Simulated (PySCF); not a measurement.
hexafluoropropylene oxide (C₃F₆O), SMILES FC(F)(F)C1(F)OC1(F)F.

Geometry optimised at PBE0-D3(BJ)/def2-SVP.

Computed with TDA-ωB97X/def2-SVPD (PySCF 2.14.0).

Vertical excitations. 

Computed lowest excited states:
```tsv
state	energy (eV)	λ (nm)	f	main pairs
S1	9.93	125	0.071	HOMO→LUMO 42 %, HOMO→LUMO+1 19 %, HOMO→LUMO+2 11 %, HOMO→LUMO+4 6 %
S2	10.17	122	0.027	HOMO→LUMO+1 43 %, HOMO→LUMO+5 14 %, HOMO→LUMO+3 11 %, HOMO→LUMO+2 7 %
S3	10.46	119	0.058	HOMO−1→LUMO+1 42 %, HOMO−1→LUMO 14 %, HOMO−1→LUMO+4 10 %, HOMO→LUMO+1 8 %
S4	10.69	116	0.017	HOMO→LUMO+2 34 %, HOMO→LUMO 30 %, HOMO→LUMO+1 6 %
S5	11.32	110	0.018	HOMO−1→LUMO 32 %, HOMO−1→LUMO+5 13 %, HOMO−2→LUMO+1 11 %, HOMO−1→LUMO+2 10 %
S6	11.46	108	0.020	HOMO−1→LUMO 29 %, HOMO−1→LUMO+4 16 %, HOMO−1→LUMO+2 14 %, HOMO→LUMO+4 8 %
T1	8.70	142	0	HOMO→LUMO+1 51 %, HOMO→LUMO+4 23 %, HOMO→LUMO 10 %
T2	9.52	130	0	HOMO→LUMO+2 25 %, HOMO→LUMO+5 23 %, HOMO→LUMO+3 14 %, HOMO→LUMO 14 %
```
Triplets are in the Tamm–Dancoff approximation.
